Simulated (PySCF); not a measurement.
## Working out the ionisation energy of Nb⁺

Nb⁺ [Kr] 4d4 (5D) → Nb²⁺ [Kr] 4d3 (4F). Computed with PySCF 2.14 in def2-SVP with the def2 core potential (28 electrons), with a scalar-relativistic core potential. Frozen: 4s2 4p6. Energies in hartree (1 hartree = 27.21139 eV):

```json
{"part": "UHF", "Nb⁺ (lower)": "-56.091567", "Nb²⁺ (upper)": "-55.613090"}
{"part": "MP2 opposite-spin", "Nb⁺ (lower)": "0.000000", "Nb²⁺ (upper)": "0.000000"}
{"part": "MP2 same-spin", "Nb⁺ (lower)": "-0.022533", "Nb²⁺ (upper)": "-0.008712"}
```

Q: What does Hartree-Fock give?

A: (-55.613090) − (-56.091567) = 0.478477 hartree = 13.020 eV.

Q: What do MP2 and SCS-MP2 (6/5 opposite-spin, 1/3 same-spin) give?

A: The opposite-spin parts differ by 0.000 eV and the same-spin parts by 0.376 eV. MP2: 13.020 + (0.000) + (0.376) = 13.396 eV. SCS-MP2: 13.020 + 1.2 × (0.000) + (0.376)/3 = 13.145 eV.

Reference: 14.32 eV (semi-empirical (NIST evaluation); NIST Atomic Spectra Database, ionization energies), between the lowest levels; spin-orbit coupling is absent from the calculation.

A double-zeta basis recovers only part of the correlation energy.

What remains against the reference includes basis incompleteness, the frozen core and correlation beyond second order.
